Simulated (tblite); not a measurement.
Isomers of C6H11O2 (doublet state). Method: GFN2-xTB as coded in tblite; computed harmonic values from a numerical Hessian at the method's own geometry, unscaled. The method is semi-empirical: single wavenumbers can be off by several per cent or more. One conformer each. Open shells enter through the occupations alone, without spin polarisation, and single modes of such species can be off by tens of per cent.

Electronic energies: GFN2-xTB at the same geometries; isomer energies are rough at this level and their order can be wrong.

| SMILES | electronic energy, lowest = 0 (kcal/mol) |
| --- | --- |
| CC[C](C)COC=O | 2.8 |
| CO[C](C)[C@H](C)C=O | 12.6 |
| CC[C@@H](C)[CH]OC=O | 0.0 |
| [CH2][C@@H](C)COC(C)=O | 5.8 |
| C=C(OC)[C@@H](C)C[O] | 35.8 |

**Question.** How do GFN2-xTB zero-point energies change the relative energies?

**Answer.** 
```tsv
SMILES	ZPE (kcal/mol)	of it from modes above 1550 cm⁻¹	electronic (kcal/mol)	with ZPE, lowest = 0 (kcal/mol)	lowest mode (cm⁻¹)	rings
CC[C@@H](C)[CH]OC=O	99.1	49.8	0.0	0.0	33	0
CC[C](C)COC=O	98.7	49.2	2.8	2.4	15	0
[CH2][C@@H](C)COC(C)=O	97.9	50.4	5.8	4.6	8i	0
CO[C](C)[C@H](C)C=O	98.1	49.3	12.6	11.6	45	0
C=C(OC)[C@@H](C)C[O]	97.4	49.0	35.8	34.1	48	0
```

The zero-point energies span 1.7 kcal/mol, from `C=C(OC)[C@@H](C)C[O]` to `CC[C@@H](C)[CH]OC=O`. Slightly imaginary modes are left out of the zero-point energy: `[CH2][C@@H](C)COC(C)=O` 8.0i cm⁻¹. The order is unchanged.

**Question.** What do entropy and thermal enthalpy add at 298.15 K and 1 bar (rigid rotor, harmonic oscillator, one conformer each)?

**Answer.** 
```json
{"SMILES": "CC[C@@H](C)[CH]OC=O", "point group": "C1", "symmetry number": "1", "S (cal/(mol K))": "100.8", "H − H(0) (kcal/mol)": "6.90", "ZPE + H − H(0) − TS (kcal/mol)": "76.0"}
{"SMILES": "CO[C](C)[C@H](C)C=O", "point group": "C1", "symmetry number": "1", "S (cal/(mol K))": "100.9", "H − H(0) (kcal/mol)": "7.18", "ZPE + H − H(0) − TS (kcal/mol)": "75.2"}
{"SMILES": "C=C(OC)[C@@H](C)C[O]", "point group": "C1", "symmetry number": "1", "S (cal/(mol K))": "97.6", "H − H(0) (kcal/mol)": "6.78", "ZPE + H − H(0) − TS (kcal/mol)": "75.1"}
```

S holds R ln(2S + 1) for the spin.

Not tabulated: `CC[C](C)COC=O` (lowest mode only 14 cm⁻¹); `[CH2][C@@H](C)COC(C)=O` (lowest mode only 8i cm⁻¹).
